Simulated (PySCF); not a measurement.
Input file for PySCF: R-M06-2X/def2-TZVPP on H10O3Si4 (SMILES [SiH3]O[SiH](O[SiH3])O[SiH3]).

```python
from pyscf import gto, dft

mol = gto.M(
    atom='''
    Si   -0.02532641    1.00328714   -2.30457124
    O     0.35220329    1.64330206   -0.81594071
    Si    0.58333213    1.25977152    0.77092963
    O    -0.85816870    0.82250379    1.44147258
    Si   -2.17119585   -0.18119487    1.24928258
    O     1.63994343   -0.00145119    0.87820804
    Si    1.82364748   -1.62480687    0.56345582
    H     1.17284074    0.35084540   -2.90343528
    H    -0.49262030    2.10332841   -3.18874454
    H    -1.10805850   -0.01395362   -2.15659247
    H     1.12673746    2.42071847    1.48474297
    H    -2.83776359   -0.34835138    2.56754481
    H    -1.71904954   -1.51191619    0.74551131
    H    -3.12956624    0.40646139    0.27170102
    H     1.17002819   -1.96411776   -0.73511092
    H     1.19685694   -2.43286128    1.64676913
    H     3.27615949   -1.93146501    0.48477727
    ''',
    basis='def2-tzvpp',
    charge=0, spin=0, verbose=4, max_memory=1800)
mf = dft.RKS(mol, xc='m062x').density_fit(auxbasis='def2-universal-jkfit')
mf.grids.level = 4
mf.conv_tol = 1e-9
mf.max_cycle = 150
mf.kernel()
mf.dip_moment()
```

The log:

```
PySCF version 2.14.0

[INPUT] verbose = 4
[INPUT] num. atoms = 17
[INPUT] num. electrons = 90
[INPUT] charge = 0
[INPUT] spin (= nelec alpha-beta = 2S) = 0
[INPUT] symmetry False subgroup None
[INPUT] Mole.unit = angstrom
[INPUT] Symbol           X                Y                Z      unit          X                Y                Z       unit  Magmom
[INPUT]  1 Si    -0.025326410000   1.003287140000  -2.304571240000 AA   -0.047859978618   1.895937918898  -4.355008478149 Bohr   0.0
[INPUT]  2 O      0.352203290000   1.643302060000  -0.815940710000 AA    0.665567758271   3.105390833334  -1.541904475783 Bohr   0.0
[INPUT]  3 Si     0.583332130000   1.259771520000   0.770929630000 AA    1.102337965359   2.380623152327   1.456845862012 Bohr   0.0
[INPUT]  4 O     -0.858168700000   0.822503790000   1.441472580000 AA   -1.621703811674   1.554306899517   2.723988392270 Bohr   0.0
[INPUT]  5 Si    -2.171195850000  -0.181194870000   1.249282580000 AA   -4.102965519292  -0.342408679476   2.360801928390 Bohr   0.0
[INPUT]  6 O      1.639943430000  -0.001451190000   0.878208040000 AA    3.099043942480  -0.002742351655   1.659572675991 Bohr   0.0
[INPUT]  7 Si     1.823647480000  -1.624806870000   0.563455820000 AA    3.446194284953  -3.070439989612   1.064777183092 Bohr   0.0
[INPUT]  8 H      1.172840740000   0.350845400000  -2.903435280000 AA    2.216347786332   0.663001718063  -5.486697499600 Bohr   0.0
[INPUT]  9 H     -0.492620300000   2.103328410000  -3.188744540000 AA   -0.930917450401   3.974714644917  -6.025853861802 Bohr   0.0
[INPUT] 10 H     -1.108058500000  -0.013953620000  -2.156592470000 AA   -2.093927094996  -0.026368520246  -4.075369130599 Bohr   0.0
[INPUT] 11 H      1.126737460000   2.420718470000   1.484742970000 AA    2.129225213688   4.574494932976   2.805757578673 Bohr   0.0
[INPUT] 12 H     -2.837763590000  -0.348351380000   2.567544810000 AA   -5.362595991363  -0.658288703314   4.851956503448 Bohr   0.0
[INPUT] 13 H     -1.719049540000  -1.511916190000   0.745511310000 AA   -3.248532825160  -2.857107522396   1.408812198666 Bohr   0.0
[INPUT] 14 H     -3.129566240000   0.406461390000   0.271701020000 AA   -5.914023082285   0.768100707310   0.513440515565 Bohr   0.0
[INPUT] 15 H      1.170028190000  -1.964117760000  -0.735110920000 AA    2.211032837121  -3.711644642794  -1.389158309977 Bohr   0.0
[INPUT] 16 H      1.196856940000  -2.432861280000   1.646769130000 AA    2.261731826885  -4.597441518259   3.111942646088 Bohr   0.0
[INPUT] 17 H      3.276159490000  -1.931465010000   0.484777270000 AA    6.191044176495  -3.649939888080   0.916096271714 Bohr   0.0

nuclear repulsion = 662.333120500032
number of shells = 149
number of NR pGTOs = 550
number of NR cGTOs = 401
basis = def2-tzvpp
ecp = {}


******** <class 'pyscf.df.df_jk.DFRKS'> ********
method = DFRKS
initial guess = minao
damping factor = 0
level_shift factor = 0
DIIS = <class 'pyscf.scf.diis.CDIIS'>
diis_start_cycle = 1
diis_space = 8
diis_damp = 0
SCF conv_tol = 1e-09
SCF conv_tol_grad = None
SCF max_cycles = 150
direct_scf = False
XC library pyscf.dft.libxc version 7.1.2
    S. Lehtola, C. Steigemann, M. J. T. Oliveira, and M. A. L. Marques,  SoftwareX 7, 1–5 (2018)
XC functionals = m062x
    Y. Zhao and D. G. Truhlar,  Theor. Chem. Acc. 120, 215 (2008)
    Y. Zhao and D. G. Truhlar,  Theor. Chem. Acc. 120, 215 (2008)
radial grids:
    Treutler-Ahlrichs [JCP 102, 346 (1995); DOI:10.1063/1.469408] (M4) radial grids

becke partition: Becke, JCP 88, 2547 (1988); DOI:10.1063/1.454033
pruning grids: <function nwchem_prune>
grids dens level: 4
symmetrized grids: False
atomic radii adjust function: <function treutler_atomic_radii_adjust>
small_rho_cutoff = 0
Set gradient conv threshold to 3.16228e-05
Initial guess from minao.
tot grids = 357536
******** <class 'pyscf.df.df.DF'> ********
auxbasis = def2-universal-jkfit
init E= -1390.13360750804
  HOMO = -0.36027092049446  LUMO = -0.0513717423172265  gap/eV = 8.40557
cycle= 1 E= -1389.7070425158  delta_E= 0.427  |g|= 1.06  |ddm|= 3.06
  HOMO = -0.263099382226698  LUMO = 0.0139191284420264  gap/eV = 7.53806
cycle= 2 E= -1389.60099688605  delta_E= 0.106  |g|= 1.35  |ddm|=  1.1
  HOMO = -0.377399350907149  LUMO = 0.00694445078164314  gap/eV = 10.45853
cycle= 3 E= -1389.90540092544  delta_E= -0.304  |g|= 0.0635  |ddm|= 0.651
  HOMO = -0.371142568287003  LUMO = 0.0118030852253754  gap/eV = 10.42048
cycle= 4 E= -1389.90625315765  delta_E= -0.000852  |g|= 0.0195  |ddm|= 0.0751
  HOMO = -0.373097438698986  LUMO = 0.0105113011736002  gap/eV = 10.43853
cycle= 5 E= -1389.906320773  delta_E= -6.76e-05  |g|= 0.00254  |ddm|= 0.0171
  HOMO = -0.372933363054219  LUMO = 0.0106500842824545  gap/eV = 10.43784
cycle= 6 E= -1389.90632241731  delta_E= -1.64e-06  |g|= 0.000916  |ddm|= 0.0029
  HOMO = -0.372927073421829  LUMO = 0.0106398013643868  gap/eV = 10.43739
cycle= 7 E= -1389.90632260887  delta_E= -1.92e-07  |g|= 0.000182  |ddm|= 0.000778
  HOMO = -0.372923898521754  LUMO = 0.01063750661448  gap/eV = 10.43724
cycle= 8 E= -1389.90632261602  delta_E= -7.15e-09  |g|= 0.000104  |ddm|= 0.000196
  HOMO = -0.372922314356742  LUMO = 0.0106393783774071  gap/eV = 10.43725
cycle= 9 E= -1389.90632261782  delta_E= -1.81e-09  |g|= 3.14e-05  |ddm|= 6.28e-05
  HOMO = -0.372922073380018  LUMO = 0.010639827867605  gap/eV = 10.43725
cycle= 10 E= -1389.90632261801  delta_E= -1.89e-10  |g|= 6.79e-06  |ddm|= 2.3e-05
  HOMO = -0.372922453053459  LUMO = 0.010639148551818  gap/eV = 10.43724
Extra cycle  E= -1389.90632261802  delta_E= -9.09e-12  |g|= 6.02e-06  |ddm|= 8.48e-06
converged SCF energy = -1389.90632261802
Dipole moment(X, Y, Z, Debye): -0.36963, -0.80624, -0.49020
```

Self-consistency was reached.

Cost: about 4 core-minutes (a rough figure).
